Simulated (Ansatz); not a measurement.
The multiplicity is imposed and other spin states were not computed.

Cartesian coordinates (Å):
```xyz
4

Au     0.0113     0.1112     0.0058
O     -0.6207     3.0983    -0.6494
C     -0.3882     2.0021    -0.4088
H      0.3377    -1.4380     0.3451
```
Charge 0, spin multiplicity 1.

The numbers are results of frozen-core CCSD(T)/def2-TZVPP // PBE-D3(BJ)/def2-SVP in Ansatz (an electronic-structure program), not measurements.

The HF energy comes out as -248.15698 Ha. The MP2 correlation energy is -1.02527 Ha.

**Question.** Estimate the CCSD correlation energy, the (T) correction, the total energy and the T1 diagnostic.

**Answer.** 
```
Item                            Result
-----------------------  -------------
CCSD correlation energy    -0.97456 Ha
(T) correction             -0.04337 Ha
CCSD(T) total energy     -249.17491 Ha
T1 diagnostic                    0.018
```
